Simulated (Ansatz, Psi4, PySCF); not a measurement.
C4H10BBrO (SMILES CCOB(Br)CC), singlet, at a GFN2-xTB geometry, atoms displaced at random by about 0.03 Å a coordinate. Base run: HF/STO-3G, gradient run with PySCF.

Input for PySCF:
```python
from pyscf import gto, scf

mol = gto.Mole()
mol.atom = '''
    B    -0.61487465   -0.25688061   -0.23181501
    Br    1.01082634    0.81801684   -0.28687123
    C    -1.50586973   -0.25830335   -1.52509111
    C    -1.80877703    1.08572296   -2.10022788
    H    -2.46855624   -0.75964448   -1.33736427
    H    -1.04089076   -0.83303544   -2.33480617
    H    -0.88465867    1.63003535   -2.43965784
    H    -2.34208978    1.76996028   -1.39874374
    H    -2.43194416    1.01448153   -3.03855649
    O    -0.96529201   -0.85356738    0.81796465
    C    -0.29708229   -0.96853862    2.07818284
    C     0.70671114   -2.22748159    2.00853305
    H     0.23191342   -0.07241966    2.30058148
    H    -1.05546947   -1.14240212    2.85156816
    H     1.41705394   -1.98144684    1.26807590
    H     1.17485891   -2.34084231    2.96321463
    H     0.17179195   -3.09900548    1.79616774
'''
mol.basis = 'sto-3g'
mol.verbose = 4
mol.build()

mf = scf.RHF(mol)
mf.kernel()
g = mf.nuc_grad_method()
grad = g.kernel()
```

Programs used: Ansatz (a first-principles code), Psi4, PySCF; a row that names a program was run with it.

The coordinate followed is x of atom 7.

The base run was repeated with changes; each row names its change, and settings that it needs were set with it.

```csv
change,dE/dx (Eh/bohr),net force (Eh/bohr)
base,0.021756,0.000000
finite difference step (bohr) = 1e-5; conv_tol = 1e-11,0.021756,-
finite difference step (bohr) = 1e-4; conv_tol = 1e-11,0.021756,-
conv_tol = 1e-11,0.021756,0.000000
conv_tol = 1e-6,0.021756,0.000000
density fitting = on,0.021760,0.000000
finite difference step (bohr) = 0.05; conv_tol = 1e-11,0.021555,-
density fitting = on; auxbasis_response = off,0.021725,0.001131
finite difference step (bohr) = 0.01; conv_tol = 1e-11,0.021748,-
code = psi4,0.021759,0.000000
code = ansatz,0.021757,0.000000
conv_tol = 1e-4,0.021741,0.000000
```

The net force is zero for an exact gradient.
